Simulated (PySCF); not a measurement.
First-order multiplets

Atom-mapped SMILES (the numbers label the heavy atoms): `[CH3:1][O:2][CH2:3][c:4]1[cH:5][cH:6][o:7][cH:8]1`; H(Xn) means a hydrogen on atom n.

How the numbers were obtained: B3LYP/pcJ-1 coupling constants (without the spin–dipole term), σ from GIAO-KT3/pcSseg-1, coordinates at the PBE0-D3(BJ)/def2-SVP level, in PySCF 2.14.0 with density-fitted response routines (gas phase, non-relativistic Hamiltonian, single conformer, one averaged value for each set of equivalent atoms).

Referencing at the same level of theory: TMS for 13C, 1H.

Spectrometer: 800 MHz for 1H. First-order analysis; couplings under 1 Hz (under 4 Hz in carbon signals) are ignored, and nearly equal couplings are merged; the smaller ones broaden or split the lines further.

Q: What pattern does C6 show in the proton-coupled 13C spectrum?

A: A doublet of doublets of doublets at δ 135.5: 211.3 Hz to H(C6) (1 × 1H, 1 bond away), 11.8 Hz to H(C5) (1 × 1H, 2 bonds away), 7.9 Hz to H(C8) (1 × 1H, 3 bonds away). Lines in Hz from the centre (relative intensity): +115.5 (1), +107.6 (1), +103.7 (1), +95.8 (1), -95.8 (1), -103.7 (1), -107.6 (1), -115.5 (1). The outer lines are 231.0 Hz apart, the sum of the couplings kept, or 1.148 ppm at this field.

Q: What pattern does H(C3) show (1H)?

A: A doublet at δ 4.38: 1.0 Hz to H(C8) (1 × 1H, 4 bonds away). Lines in Hz from the centre (relative intensity): +0.5 (1), -0.5 (1). The outer lines are 1.0 Hz apart, the sum of the couplings kept, or 0.001 ppm at this field.

Q: What pattern does H(C5) show (1H)?

A: A doublet at δ 6.49: 2.2 Hz to H(C6) (1 × 1H, 3 bonds away). Lines in Hz from the centre (relative intensity): +1.1 (1), -1.1 (1). The outer lines are 2.2 Hz apart, the sum of the couplings kept, or 0.003 ppm at this field.

Q: What pattern does H(C6) show (1H)?

A: A doublet of doublets at δ 7.30: 2.2 Hz to H(C5) (1 × 1H, 3 bonds away), 1.4 Hz to H(C8) (1 × 1H, 4 bonds away). Lines in Hz from the centre (relative intensity): +1.8 (1), +0.4 (1), -0.4 (1), -1.8 (1). The outer lines are 3.6 Hz apart, the sum of the couplings kept, or 0.005 ppm at this field.

Unscaled 3J(H,H) at this level run about 10 % above measured values.
